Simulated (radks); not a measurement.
Task: Ni IV, 25 electrons, occupied as [Ar] 3d5 4s2 (not the ground configuration). Method: scalar-relativistic Kohn-Sham, PBE, spin-polarised, spherical densities, point nucleus; open shells are filled with parallel spins first; computed with a radial shooting solver on a logarithmic mesh with Libxc functionals. Some entries of the table are withheld. Estimate them.

orbital,occ.,eigenvalue (Ry),<1/r> (bohr^-1),<r^2> (bohr^2)
1s up,1,-607.9721,28.09,0.003936
1s down,1,-607.9720,28.09,0.003936
2s up,1,-76.85614,6.063,0.07094
2s down,1,-76.59343,6.078,0.07061
2p up,3,-66.73022,5.949,0.05707
2p down,3,-66.53231,5.962,0.05672
3s up,1,(1),1.972,0.5969
3s down,1,(2),1.956,0.6050
3p up,3,(3),1.843,(4)
3p down,3,(5),1.823,(6)
3d up,5,-4.86528,1.575,0.7984
3d down,0,-4.37196,1.539,0.8630
4s up,1,-2.90482,0.6787,4.344
4s down,1,-2.80058,0.6555,4.582

Result: 
(1) 3s up eigenvalue (Ry): -12.59608
(2) 3s down eigenvalue (Ry): -12.08092
(3) 3p up eigenvalue (Ry): -9.62571
(4) 3p up <r^2> (bohr^2): 0.6502
(5) 3p down eigenvalue (Ry): -9.12052
(6) 3p down <r^2> (bohr^2): 0.6644
